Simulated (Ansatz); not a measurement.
The cluster Li5Al2, relaxed as a doublet with UKS r2SCAN-D4/def2-TZVP in Ansatz, starting from the GFN2-xTB geometry. Force threshold 0.02 eV/Å.

The charge 0 doublet is spin-contaminated (final ⟨S²⟩ up to 0.84, 0.75 for a pure state). The relaxation made no stability test and no search for a lower SCF solution. The structure comes from a short search, and lower isomers may exist.

Start:

Cartesian coordinates in Å:
```
Al -0.1784 -0.2777 -0.6027
Al -2.3469 -1.3182 0.3793
Li 2.6676 0.1324 -0.4798
Li 1.2011 1.1743 1.5719
Li -0.8659 0.1883 2.1029
Li -1.9320 -1.9959 -2.0326
Li 1.4545 2.0967 -0.9391
```

```json
{"step": "1", "energy (eV)": "-14213.6534", "largest force component (eV/Å)": "1.062", "SCF passes": "83"}
{"step": "2", "energy (eV)": "-14214.1788", "largest force component (eV/Å)": "0.453", "SCF passes": "52"}
{"step": "3", "energy (eV)": "-14214.4381", "largest force component (eV/Å)": "0.209", "SCF passes": "62"}
{"step": "4", "energy (eV)": "-14214.5755", "largest force component (eV/Å)": "0.191", "SCF passes": "78"}
{"step": "5", "energy (eV)": "-14214.6840", "largest force component (eV/Å)": "0.172", "SCF passes": "55"}
{"step": "6", "energy (eV)": "-14214.7761", "largest force component (eV/Å)": "0.145", "SCF passes": "52"}
{"step": "7", "energy (eV)": "-14214.8704", "largest force component (eV/Å)": "0.115", "SCF passes": "51"}
{"step": "8", "energy (eV)": "-14214.9597", "largest force component (eV/Å)": "0.123", "SCF passes": "51"}
{"step": "9", "energy (eV)": "-14215.0366", "largest force component (eV/Å)": "0.134", "SCF passes": "43"}
{"step": "10", "energy (eV)": "-14215.1010", "largest force component (eV/Å)": "0.123", "SCF passes": "45"}
{"step": "11", "energy (eV)": "-14215.1493", "largest force component (eV/Å)": "0.076", "SCF passes": "44"}
{"step": "12", "energy (eV)": "-14215.1813", "largest force component (eV/Å)": "0.117", "SCF passes": "52"}
{"step": "13", "energy (eV)": "-14215.2019", "largest force component (eV/Å)": "0.075", "SCF passes": "56"}
{"step": "14", "energy (eV)": "-14215.2067", "largest force component (eV/Å)": "0.167", "SCF passes": "49"}
{"step": "15 (rejected)", "energy (eV)": "-14215.1902", "largest force component (eV/Å)": "0.115", "SCF passes": "51"}
{"step": "16 (rejected)", "energy (eV)": "-14215.2006", "largest force component (eV/Å)": "0.094", "SCF passes": "54"}
{"step": "17", "energy (eV)": "-14215.2076", "largest force component (eV/Å)": "0.056", "SCF passes": "46"}
{"step": "18", "energy (eV)": "-14215.2083", "largest force component (eV/Å)": "0.042", "SCF passes": "47"}
{"step": "19 (rejected)", "energy (eV)": "-14215.2068", "largest force component (eV/Å)": "0.122", "SCF passes": "48"}
{"step": "20", "energy (eV)": "-14215.2088", "largest force component (eV/Å)": "0.013", "SCF passes": "42"}
{"step": "21", "energy (eV)": "-14215.2090", "largest force component (eV/Å)": "0.006", "SCF passes": "32"}
```

Force components are those of the run's own axes.

End:

```xyz
7

Al    0.271   -0.610    0.374
Al   -2.289   -0.620   -0.091
Li    2.465   -0.465   -1.116
Li    1.960    1.012    1.622
Li   -1.354    0.619    2.073
Li   -0.611   -1.496   -1.966
Li   -0.441    1.559   -0.897
```

Bonds lost: Li3–Li7, Li4–Li5, Li4–Li7 (atoms count from 1). Bonds formed: Al2–Li7 (atoms count from 1). The end is the same structure that another start reached, the lowest one found.

The force fell under the threshold at step 20, but the optimiser went on. No frequencies were taken in this run, so the end may be a saddle point.

Run time 74 s (4 threads of Intel Xeon Platinum 8488C on a shared host).
